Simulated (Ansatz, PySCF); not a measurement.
Ansatz (a first-principles code) was given this input:
Ansatz 0.2 input:
```yaml
crystal:
  periodic: [false, false, false]
  atoms:
    - {symbol: O, position_ang: [0.83970895, -0.72395374, -0.05717738]}
    - {symbol: C, position_ang: [-0.24805229, -0.11529710, 0.00227108]}
    - {symbol: O, position_ang: [-0.72831307, 0.95930046, 0.06431060]}
    - {symbol: H, position_ang: [1.70034825, -0.23589880, -0.06114765]}
    - {symbol: H, position_ang: [-1.10320156, -0.95509234, -0.00954464]}
basis:
  gaussian:
    orbitals: STO-3G
total_charge: 1
magnetization: {spin_polarized: true, initial_magnetization: 1}
correlation: {method: mp2, electrons: outside_noble_gas}
accuracy: high
```

Question: Give the equivalent PySCF input.

Answer: Several could match; the one computed here: 
```python
from pyscf import gto, scf, mp

mol = gto.M(
    atom='''
O     0.83970895   -0.72395374   -0.05717738
C    -0.24805229   -0.11529710    0.00227108
O    -0.72831307    0.95930046    0.06431060
H     1.70034825   -0.23589880   -0.06114765
H    -1.10320156   -0.95509234   -0.00954464
''',
    basis='sto-3g',
    charge=1,
    spin=1,
    verbose=4,
)

mf = scf.UHF(mol)
mf.kernel()

pt = mp.MP2(mf, frozen=3)
pt.kernel()
print('E(MP2) = %.10f' % pt.e_tot)
```

Both were run: Ansatz gave -186.053133 Eh and PySCF -186.053133 Eh, 0.000 mEh apart.
